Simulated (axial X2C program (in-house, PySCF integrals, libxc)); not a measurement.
# Nuclear properties of NSbO⁺

Calculated with an in-house all-electron X2C program for linear molecules (integrals from PySCF): two-component X2C with atomic mean-field Coulomb and Gaunt terms, Gaussian nuclei, basis N dyall-av3z, Sb dyall-v3z, O dyall-av3z with contracted cores.

N–Sb–O held linear, with bonds 1.916 and 1.771 Å (near the PBE0 minimum at charge 1 of the determinant lowest at the starting distance; the state shown can have its own minimum elsewhere, held linear; other orders of the atoms were not compared).

Input and command:
```json
{"zs": [7, 51, 8], "q": 1, "bas": ["dyall-av3z", "dyall-v3z", "dyall-av3z"], "r0": [1.93, 1.9], "symm": 0, "scan": ["PBE0", "HF", "BHandHLYP"], "levels": ["PBE0", "HF", "r2SCAN"], "nst": 2}
```
```bash
python solin.py task.json out
```

Keys: zs atomic numbers; q charge; bas basis sets; r0 starting distance in Å; symm equal bonds; scan levels of the two-bond scan; levels methods; nst determinants followed.

Determinant lowest in the PBE0 search, Ω = 3/2 (⟨Sz⟩ = 0.50, ⟨Lz⟩ = 1.00 at PBE0), spin on the atoms N 0.62, Sb -0.12, O 0.00:

```csv
level,Eeff magnitude (GV/cm),Ws magnitude Sb (kHz),A∥/gI N (MHz),qzz N (a.u.),A∥/gI Sb (MHz),qzz Sb (a.u.),A∥/gI O (MHz),qzz O (a.u.)
PBE0,3.14,1.28,65.8,0.91,-20.8,-6.69,48.4,1.68
HF,18,7.31,26.1,0.28,945,-5.17,75.8,2.28
r2SCAN,3.07,1.23,66.4,0.83,38.1,-5.09,54.9,1.57
```

Determinant 0.08 eV from it at PBE0 and this distance, Ω = 1/2 (⟨Sz⟩ = -0.50, ⟨Lz⟩ = 1.00 at PBE0), spin on the atoms N -0.56, Sb 0.12, O -0.06:

```csv
level,Eeff magnitude (GV/cm),Ws magnitude Sb (kHz),A∥/gI N (MHz),qzz N (a.u.),A∥/gI Sb (MHz),qzz Sb (a.u.),A∥/gI O (MHz),qzz O (a.u.)
PBE0,2.9,3.63,463,1.02,940,-6.84,237,1.52
HF,17.1,20.3,189,0.72,6620,-1.40,991,0.42
r2SCAN,2.2,2.72,355,0.92,1090,-5.34,263,1.45
```

Eeff is the effective electric field on the electron electric dipole moment in this Ω state and Ws the scalar–pseudoscalar constant of the nucleus named (defined with the proton number Z and per Ω); A∥ (defined per Ω) follows by multiplying with gI = μI/(I μN); qzz is the electric field gradient, eQq0 = 234.96 MHz × Q/barn × qzz. The operators were transformed with the bare-nucleus X2C matrices; with these basis sets, hyperfine constants and field gradients can be off by tens of per cent, and where levels differ in sign neither size nor sign is settled.

(1) With Q(121Sb) = -0.543 barn, gI(17O) = -0.7575, Q(17O) = -0.02558 barn (g factors from the IAEA table of nuclear moments by Stone; Q from Pyykkö, Mol. Phys. 2018), turn the PBE0 values of the first state into constants in MHz.

The molecule was held linear; bending was not examined, so a bent shape may lie lower.

Each state is one determinant with collinear spin. Unrestricted Hartree–Fock can overshoot spin polarisation at the nuclei. Where Eeff spreads by more than a factor of two the levels disagree and none is to be relied on. At HF a later determinant lies lower. The search compared states at one distance, so a state with another bond length can lie lower. Where a field gradient or hyperfine factor spreads by more than a factor of two over the levels, a constant derived from it is not to be relied on. PBE0 term energies can be off by some tenths of an eV.

## Answers

(1) eQq0(121Sb) = 234.96 × (-0.543) × (-6.69) = 854 MHz; A∥(17O) = 48.4 × -0.7575 = -36.7 MHz; eQq0(17O) = 234.96 × (-0.02558) × (1.68) = -10.1 MHz.
